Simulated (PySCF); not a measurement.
## Working out the ionisation energy of Ne+

Ne+ [He] 2s2 2p5 (2P) → Ne(2+) [He] 2s2 2p4 (3P). Computed with PySCF 2.14 in aug-cc-pCVQZ-DK (9s8p6d4f2g, 109 functions), with the spin-free X2C one-electron Hamiltonian (Gaussian nucleus). Frozen: nothing. Energies in hartree (1 hartree = 27.21139 eV):

```tsv
part	Ne+ (lower)	Ne(2+) (upper)
UHF	-127.959297	-126.516959
MP2 opposite-spin	-0.227476	-0.180308
MP2 same-spin	-0.061325	-0.047367
```

Q: What does Hartree-Fock give?

A: (-126.516959) − (-127.959297) = 1.442338 hartree = 39.248 eV.

Q: What do MP2 and SCS-MP2 (6/5 opposite-spin, 1/3 same-spin) give?

A: The opposite-spin parts differ by 1.284 eV and the same-spin parts by 0.380 eV. MP2: 39.248 + (1.284) + (0.380) = 40.912 eV. SCS-MP2: 39.248 + 1.2 × (1.284) + (0.380)/3 = 40.915 eV.

A first-order spin-orbit estimate adds -0.005 eV to MP2 (valence and next inner shell), giving 40.907 eV against 40.963 eV (measured; NIST Atomic Spectra Database, ionization energies).

What remains against the reference includes basis incompleteness and correlation beyond second order.
